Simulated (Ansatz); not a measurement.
Basis-set series for `F[Si]([SiH3])Cl` radical. The species carries charge 0 and has multiplicity 2. The structure was optimised at the PBE0-D4/def2-TZVP level.

```tsv
functional	basis	functions	energy (Eh)	HOMO (eV)	LUMO (eV)
PBE0-D4	def2-SVP	83	-1139.99137	-6.30	-2.92
PBE0-D4	def2-QZVPP	357	-1140.52816	-6.41	-2.96
ωB97M-V	def2-SVP	83	-1140.37847	-7.96	-1.23
ωB97M-V	def2-QZVPP	357	-1140.91432	-8.11	-1.39
```

Q: Give the rows for def2-TZVPP. (An estimate is asked.)

A: The calculation gave: 
```tsv
functional	basis	functions	energy (Eh)	HOMO (eV)	LUMO (eV)
PBE0-D4	def2-TZVPP	199	-1140.48905	-6.38	-2.92
ωB97M-V	def2-TZVPP	199	-1140.87735	-8.06	-1.30
```

HOMO and LUMO are taken over both spins.

Program: Ansatz 0.2.0.
